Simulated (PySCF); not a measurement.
## CsBr: energy against distance

Set-up: Cs def2-TZVPP with ECP46, Br def2-TZVPP; scalar-relativistic core potentials (PySCF 2.14). Energies in eV from Cs + Br in their ground configurations at the same level. State: ¹Σ⁺ (singlet), closed shell.

Curves on a restricted Hartree–Fock reference rise too fast on stretching and do not dissociate correctly.

```
R (Å)  RHF-CCSD(T)   M06-L    PBE0    BP86
2.667               -3.674  -3.478  -3.454
2.791       -3.585  -4.055  -3.815  -3.794
2.915       -3.796  -4.270  -3.992  -3.975
3.008       -3.877  -4.352  -4.051  -4.038
3.101       -3.909  -4.388  -4.065  -4.056
3.194       -3.905  -4.384  -4.045  -4.041
3.318       -3.859  -4.340  -3.982  -3.984
3.473       -3.760  -4.240  -3.867  -3.875
3.659       -3.606  -4.083  -3.699  -3.715
3.907               -3.848  -3.459  -3.484
```

Task: Put a parabola through the three lowest points of the RHF-CCSD(T) curve and estimate Re, k and ωe (reduced mass 49.52 u; 1 eV/Å² = 0.16022 mdyn/Å; ωe = 1302.8·√(k/μ) cm⁻¹).

Result: Through R = 3.008, 3.101, 3.194 Å the second-order coefficient is 2.08 eV/Å², so Re ≈ 3.137 Å, k ≈ 0.667 mdyn/Å and ωe ≈ 151 cm⁻¹. A polynomial fit of higher order to the unrounded RHF-CCSD(T) energies gives Re = 3.134 Å, k = 0.598 mdyn/Å, ωe = 143 cm⁻¹; anharmonicity and rounding make the difference.

The higher-order fit for each curve: RHF-CCSD(T): Re = 3.134 Å, ωe = 143 cm⁻¹, De = 3.91 eV; M06-L: Re = 3.139 Å, ωe = 144 cm⁻¹, De = 4.39 eV; PBE0: Re = 3.088 Å, ωe = 148 cm⁻¹, De = 4.07 eV; BP86: Re = 3.099 Å, ωe = 145 cm⁻¹, De = 4.06 eV.

Correlated steps freeze 9 core orbitals. These are scalar-relativistic numbers at best; spin–orbit coupling would shift them, the dissociation energy most. Where the molecule has an RHF reference, its open-shell atoms are computed with UHF.
